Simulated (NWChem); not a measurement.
# MgCl₂; SMILES [Cl][Mg][Cl]

```xyz
3

Mg     0.0000     0.0000     0.0421
Cl     2.1936     0.0000     0.0421
Cl    -2.1936     0.0000     0.0421
```
Atoms are numbered in this order, from 1.

Geometry: optimised at B3LYP/6-31G* (spherical d).

Q: List the 6 lowest vertical singlet excitations from PBE/def2-SVP, TDA (NWChem).

A: 
```
state  energy (eV)  oscillator strength  leading excitation (squared amplitude)
-----  -----------  -------------------  --------------------------------------
S1            5.01                0.000                      HOMO → LUMO (1.00)
S2            5.01                0.000                    HOMO−1 → LUMO (1.00)
S3            5.20                0.074                    HOMO−2 → LUMO (1.00)
S4            5.20                0.074                    HOMO−3 → LUMO (1.00)
S5            6.26                0.081                    HOMO−4 → LUMO (0.74)
S6            6.61                0.000                  HOMO−1 → LUMO+1 (0.49)
```
